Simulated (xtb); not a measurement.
HS (SMILES [SH]), doublet, geometry from GFN2-xTB. Base run: GFN2-xTB in xtb.

Input for xtb:
```
$ xtb mol.xyz --gfn 2 --uhf 1 --json

# file mol.xyz
2

S     -0.00000000    -0.00000000    -0.07826331
H      0.00000000     0.00000000     1.25221295
```

Variants of this job, named by their change:

| change | ΔE vs base (mEh) | dipole (D) | SCF cycles |
|---|---|---|---|
| base | 0.000 | 1.46 | 8 |
| etemp = 5000 | -20.698 | 1.46 | 8 |
| acc = 0.1 | 0.000 | 1.46 | 9 |
| alpb = water | 0.310 | 1.76 | 8 |
| etemp = 3000 | -11.854 | 1.46 | 8 |
| acc = 30 | 0.000 | 1.46 | 6 |
| acc = 1000 | 0.000 | 1.46 | 4 |
| file = coord | 0.000 | 1.46 | 8 |
| etemp = 1000 | -3.073 | 1.46 | 8 |

ALPB and GBSA are two models with their own fitted parameters for each solvent, which aren't always the measured dielectric constant.
